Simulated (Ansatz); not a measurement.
Cost and result for the atomization energy of C2H9AsSi (`C[As](C)[SiH3]`) (13 atoms, 12 bonds).

Cartesian coordinates in Å:
```
C 1.1536 0.4758 -1.2672
As -0.6126 -0.3290 -0.8998
C 0.0000 -1.7481 0.3302
Si -1.2242 1.2013 0.7876
H 1.0158 1.4214 -1.7924
H 1.7232 0.6475 -0.3530
H 1.7099 -0.2016 -1.9166
H 0.6795 -1.3639 1.0920
H -0.8650 -2.2049 0.8120
H 0.5116 -2.5123 -0.2567
H -2.4508 0.7249 1.4828
H -0.1360 1.3561 1.7963
H -1.5051 2.5327 0.1850
```

Total charge 0; spin multiplicity 1. Correlated methods include outer-core shells of As, which these sets cover unevenly. Scalar relativity is left out up to krypton. All single points use the PBE0-D4/def2-TZVP geometry. Program: Ansatz. All runs use 4 threads of a server CPU on a shared host. Times are those of one run each, without the atoms' runs, and a repeat can differ threefold. Electronic energies, without spin–orbit coupling; frozen cores. CCSD(T)/CBS adds CCSD(T) − MP2 in def2-TZVPP to the MP2 limit, and its time is that of the two runs behind it. T1 = 0.011. With those shells the extrapolation isn't a true limit.

CCSD(T)/CBS is a level of theory with its own doubt, some kJ/mol a heavy atom from the limit and from the frozen cores, so smaller differences don't rank the functionals.

```tsv
level	functions	wall time
BLYP-D4/def2-TZVPP	278	2.3 s
PBE-D4/def2-TZVPP (with forces)	278	2.8 s
PBE0-D4/def2-TZVPP	278	4.2 s
CAM-B3LYP-D4/def2-TZVPP	278	4.8 s
B2PLYP/def2-TZVPP	278	7 s
PBE-QIDH/def2-TZVPP	278	7 s
B97M-V/def2-TZVPP	278	8 s
CCSD(T)/def2-SVP	123	8 s
ωB97X-V/def2-TZVPP	278	8.5 s
ωB97M-V/def2-TZVPP (with forces)	278	12 s
MP2/def2-QZVPP	543	28 s
CCSD(T)/def2-TZVPP	278	3.5 min
CCSD(T)/CBS(def2)	–	4 min
```

(1) What atomization energy does each give, and how far from CCSD(T)/CBS? (Best estimate.)

## Answers

(1) The calculation gave: 
| level | atomization (kcal/mol) | difference from CCSD(T)/CBS | per bond |
| --- | --- | --- | --- |
| BLYP-D4/def2-TZVPP | 1029.2 | -4.3 | -0.4 |
| PBE-D4/def2-TZVPP (with forces) | 1039.5 | 6.0 | 0.5 |
| PBE0-D4/def2-TZVPP | 1030.9 | -2.6 | -0.2 |
| CAM-B3LYP-D4/def2-TZVPP | 1037.2 | 3.7 | 0.3 |
| B2PLYP/def2-TZVPP | 1021.2 | -12.3 | -1.0 |
| PBE-QIDH/def2-TZVPP | 1024.1 | -9.4 | -0.8 |
| B97M-V/def2-TZVPP | 1037.6 | 4.1 | 0.3 |
| CCSD(T)/def2-SVP | 972.1 | -61.4 | -5.1 |
| ωB97X-V/def2-TZVPP | 1040.1 | 6.6 | 0.5 |
| ωB97M-V/def2-TZVPP (with forces) | 1033.9 | 0.4 | 0.0 |
| MP2/def2-QZVPP | 1020.7 | -12.8 | -1.1 |
| CCSD(T)/def2-TZVPP | 1010.8 | -22.7 | -1.9 |
| CCSD(T)/CBS(def2) | 1033.5 | 0.0 | 0.0 |

From PBE to PBE0 (25 % exact exchange), in def2-TZVPP and without D4, the atomization energy moves by −7.6 kcal/mol: exact exchange takes away binding that semilocal exchange gives to molecules. In def2-TZVPP, CCSD(T) changes the Hartree–Fock value by +243.0 kcal/mol (the triples alone add +11.6 kcal/mol) and MP2 by +239.6 kcal/mol; breaking electron pairs costs correlation energy, which Hartree–Fock lacks. Leaving LDA and LC-ωPBE aside and taking each functional with its dispersion term where it has one, the values, not all of them listed here, spread over 22.2 kcal/mol, from BHLYP-D4 to ωB97X-V. LDA lies +126.6 kcal/mol from PBE without D4, its usual overbinding.
